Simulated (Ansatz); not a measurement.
Species: GaI2, charge 0, multiplicity 2. It need not be the lowest isomer of its formula. 
Geometry from a B3LYP-D3(BJ)/def2-TZVP (Ansatz, a program for electronic structure) optimisation:
SMILES: [Ga]([I])[I]
```xyz
3

Ga     0.8416     0.3935     0.2756
I     -0.5703     1.5785    -1.5088
I      0.0780    -1.8087     1.3476
```
Charge 0, spin multiplicity 2.

Parts of the frozen-core correlation energy in def2-TZVPP (Ansatz, hartree). Frozen orbitals: 32; correlated occupied orbitals by spin: 9 and 8; virtual: 107 and 108. UHF or UKS for open shells. No spin-orbit coupling. Past Kr the def2 sets carry scalar-relativistic core potentials.

| term | value |
|---|---|
| reference (HF) | -2516.67464 |
| MP2 opposite-spin | -0.23902 |
| MP2 same-spin | -0.07996 |
| CCSD correlation | -0.35122 |
| (T) | -0.01642 |
| T1 diagnostic | 0.017 |
| largest doubles amplitude | 0.036 |
| <S^2> of the reference | 0.769 |
